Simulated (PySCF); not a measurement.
## Telling isomers of C₅H₇FN₂Si apart by NMR

Calculated, not measured (PySCF 2.14.0 with density-fitted response routines): coordinates at the GFN2-xTB level, shieldings: GIAO PBE0/pcSseg-1. No solvent, relativity neglected, averaged over atoms made equivalent by symmetry, fast rotation or ring inversion, single conformer.

Scale: ¹H (σref 31.72) and ¹³C (σref 186.93) against TMS (reference shieldings calculated alike). Splittings of carbon signals by F and P are missing where no couplings were computed. Where no couplings were computed, multiplicities follow the n + 1 count of equivalent neighbours, and m marks all less simple cases (inequivalent or close neighbours, rings, F or P nearby). Shifts are as computed. Against solution values, carbons near 30 ppm lie about +3 ppm off and those near 130 ppm about +5 ppm. Of 1211 compounds with measured shifts, 218 miss one by over three times the rms of a fit or turn the order of signals round; such compounds aren't used in these exercises.

(1) Tabulate the signals of `Cc1cc(F)c([SiH3])nn1`, `Cc1cc([SiH3])nnc1F` and their relative energies.

(2) What is the quickest way to tell Cc1cc(F)c([SiH3])nn1 from Cc1cc([SiH3])nnc1F?

Answers

(1) 
```tsv
SMILES	carbon types	δC	δH	E rel. (kcal/mol)
Cc1cc(F)c([SiH3])nn1	3×C 1×CH 1×CH3	177.3, 164.6, 155.7, 113.9, 25.0	7.00 (m, 1H), 4.80 (s, 3H), 2.99 (s, 3H)	2.4
Cc1cc([SiH3])nnc1F	3×C 1×CH 1×CH3	175.5, 165.7, 141.3, 128.6, 17.2	7.67 (m, 1H), 4.69 (s, 3H), 2.42 (s, 3H)	0.0
```

Energies are electronic energies at PBE0/pcSseg-1 on these geometries, without zero-point or thermal terms, each for the one conformer computed, which needn't be the lowest.

(2) Both give the same number of carbon signals, with the same numbers of each carbon type, so the positions decide. The first has an aromatic CH at 113.9 ppm, the second an aromatic CH at 141.3 ppm. Their most deshielded carbons lie at 177.3 and 175.5 ppm. In the proton spectra the most deshielded non-exchanging signals are 7.00 (m, 1H) and 7.67 (m, 1H).
